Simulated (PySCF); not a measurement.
A PySCF script (with the pyscf-properties extension) for the NMR shieldings of SMILES C(=C)B1OBOBO1, C₂H₅B₃O₃, on a GFN2-xTB geometry:

```python
import basis_set_exchange as bse
import numpy as np
from pyscf import gto, dft
from pyscf.prop import nmr

atoms = """
C     2.568495    0.499408    0.251897
C     1.704412   -0.438920   -0.120375
B     0.151391   -0.252413   -0.091503
O    -0.676735   -1.270785   -0.491432
B    -2.023084   -1.115036   -0.469184
O    -2.566624    0.059262   -0.047026
B    -1.756813    1.077869    0.353360
O    -0.410803    0.925778    0.331761
H     3.637020    0.351843    0.224673
H     2.223572    1.459202    0.600163
H     2.088744   -1.391361   -0.464393
H    -2.718784   -1.991578   -0.812471
H    -2.225179    2.087217    0.716803
"""
names = dict.fromkeys(["C", "B", "O", "H"], "pcSseg-1")
basis = {el: gto.basis.parse(bse.get_basis(n, elements=[el], fmt="nwchem")) for el, n in names.items()}
mol = gto.M(atom=atoms, basis=basis, charge=0, verbose=0)
mf = dft.RKS(mol, xc="PBE0")
mf.grids.level = 2
mf.grids.alignment = dft.numint.BLKSIZE   # the property module wants whole blocks of grid points
mf.conv_tol = 1e-9
mf.kernel()

calc = nmr.RKS(mf)   # GIAO
C = mf.mo_coeff
Co = C[:, mf.mo_occ > 0]
resp = mf.gen_response(singlet=True, hermi=2)
def vind(x):   # induced exchange potential for any number of trial vectors
    d = np.einsum("pi,xij,qj->xpq", C, 2 * x.reshape(-1, C.shape[1], Co.shape[1]), Co, optimize=True)
    return np.einsum("xpq,pi,qj->xij", resp(d - d.transpose(0, 2, 1)), C, Co, optimize=True).ravel()
mo1, _ = nmr.rhf.solve_mo1(calc, with_cphf=vind)
sigma = calc.kernel(mo1)
for i, s in enumerate(sigma):   # ppm
    w = np.linalg.eigvalsh((s + s.T) / 2)
    print("%2d %-2s iso %8.1f  s11 %8.1f  s22 %8.1f  s33 %8.1f" % (i, mol.atom_pure_symbol(i), w.mean(), *w))
```

**Question.** What does it print?

**Answer.** 
```
 0 C  iso     34.6  s11   -100.5  s22     33.7  s33    170.7
 1 C  iso     48.1  s11    -68.3  s22     41.7  s33    171.1
 2 B  iso     74.8  s11     57.3  s22     74.9  s33     92.3
 3 O  iso    122.4  s11    -50.0  s22     88.8  s33    328.3
 4 B  iso     74.2  s11     58.4  s22     68.2  s33     95.9
 5 O  iso    116.1  s11    -78.0  s22     90.1  s33    336.2
 6 B  iso     74.4  s11     59.0  s22     68.3  s33     95.8
 7 O  iso    131.6  s11    -48.1  s22     98.8  s33    344.2
 8 H  iso     24.9  s11     21.7  s22     24.8  s33     28.2
 9 H  iso     24.7  s11     20.9  s22     24.0  s33     29.0
10 H  iso     25.3  s11     23.2  s22     24.4  s33     28.4
11 H  iso     27.1  s11     23.8  s22     26.7  s33     31.0
12 H  iso     27.2  s11     23.7  s22     26.8  s33     31.0
```

These numbers come from an equivalent density-fitted implementation of the same equations, which agrees with the script to about 0.01 ppm for H and up to a few tenths of a ppm for heavy atoms, so last digits may differ.

Size and cost of the density-fitted run: 161 basis functions, 24 s wall time on 1 thread of an Intel Xeon Platinum 8375C, shared host; peak memory 0.76 GiB.
